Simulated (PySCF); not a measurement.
A PySCF script (with the pyscf-properties extension) for the NMR shieldings of SMILES F[C@@H]1[C@@H]2[C@@H](CC)[C@@]1(F)[SiH2]N2, C6H11F2NSi, on a GFN2-xTB geometry:

```python
import basis_set_exchange as bse
import numpy as np
from pyscf import gto, dft
from pyscf.prop import nmr

atoms = """
C     2.387169    0.895332   -0.283553
C     1.441429   -0.209929   -0.738578
C     0.446900   -0.556250    0.352696
C    -0.856236   -1.313360    0.016925
N    -1.462412   -0.600657   -1.094534
Si   -1.504938    1.069628   -0.646315
C    -0.538472    0.489324    0.905351
F    -0.123026    1.363025    1.876157
C    -1.433527   -0.694203    1.304352
F    -1.039854   -1.354175    2.440019
H     1.827998    1.793561   -0.032796
H     3.099828    1.137745   -1.068275
H     2.939656    0.582622    0.599870
H     0.911380    0.101090   -1.639597
H     2.013128   -1.108817   -0.982168
H     0.960725   -1.048441    1.182002
H    -0.850450   -2.392217   -0.110667
H    -2.154284   -1.107834   -1.618501
H    -0.757880    1.900315   -1.579371
H    -2.800712    1.627421   -0.261601
H    -2.515344   -0.557235    1.378113
"""
names = dict.fromkeys(["C", "N", "Si", "F", "H"], "pcSseg-1")
basis = {el: gto.basis.parse(bse.get_basis(n, elements=[el], fmt="nwchem")) for el, n in names.items()}
mol = gto.M(atom=atoms, basis=basis, charge=0, verbose=0)
mf = dft.RKS(mol, xc="PBE0")
mf.grids.level = 2
mf.grids.alignment = dft.numint.BLKSIZE   # the property module wants whole blocks of grid points
mf.conv_tol = 1e-9
mf.kernel()

calc = nmr.RKS(mf)   # GIAO
C = mf.mo_coeff
Co = C[:, mf.mo_occ > 0]
resp = mf.gen_response(singlet=True, hermi=2)
def vind(x):   # induced exchange potential for any number of trial vectors
    d = np.einsum("pi,xij,qj->xpq", C, 2 * x.reshape(-1, C.shape[1], Co.shape[1]), Co, optimize=True)
    return np.einsum("xpq,pi,qj->xij", resp(d - d.transpose(0, 2, 1)), C, Co, optimize=True).ravel()
mo1, _ = nmr.rhf.solve_mo1(calc, with_cphf=vind)
sigma = calc.kernel(mo1)
for i, s in enumerate(sigma):   # ppm
    print("%2d %-2s %9.2f" % (i, mol.atom_pure_symbol(i), np.trace(s) / 3))
```

**Question.** Give the expected output.

**Answer.** 
```
 0 C     173.94
 1 C     164.30
 2 C     131.54
 3 C     134.32
 4 N     249.13
 5 Si    398.92
 6 C      90.82
 7 F     385.87
 8 C      86.21
 9 F     409.38
10 H      30.50
11 H      30.53
12 H      30.54
13 H      29.51
14 H      30.15
15 H      28.43
16 H      28.57
17 H      31.21
18 H      27.00
19 H      27.03
20 H      26.63
```

These numbers come from an equivalent density-fitted implementation of the same equations, which agrees with the script to about 0.01 ppm for H and up to a few tenths of a ppm for heavy atoms, so last digits may differ.

**Question.** Turn these shieldings into chemical shifts. Chemical shifts δ = σref − σ; ¹³C (186.93 ppm) and ²⁹Si (349.16 ppm) and ¹H (31.72 ppm) vs TMS; ¹⁵N (267.73 ppm) against NH3; ¹⁹F (170.95 ppm) against CFCl3, all at this level.

**Answer.** Averaging equivalent atoms: C 8: 100.7; C 6: 96.1; C 2: 55.4; C 3: 52.6; C 1: 22.6; C 0: 13.0; N 4: 18.6; Si 5: -49.8; F 7: -214.9; F 9: -238.4; H 20: 5.09; H 18: 4.72; H 19: 4.69; H 15: 3.28; H 16: 3.15; H 13: 2.21; H 14: 1.57; H 10/11/12: 1.19; H 17: 0.50 ppm. Unscaled 19F shifts against computed CFCl3 carry errors that often reach 10 to 50 ppm. Experimental scales use liquid or dissolved standards, which lie at an offset from isolated NH3 (liquid NH3: subtract about 20 ppm).

Size and cost of the density-fitted run: 232 basis functions, 64 s wall time on 1 thread of an Arm Neoverse V1, shared host; peak memory 1.1 GiB.
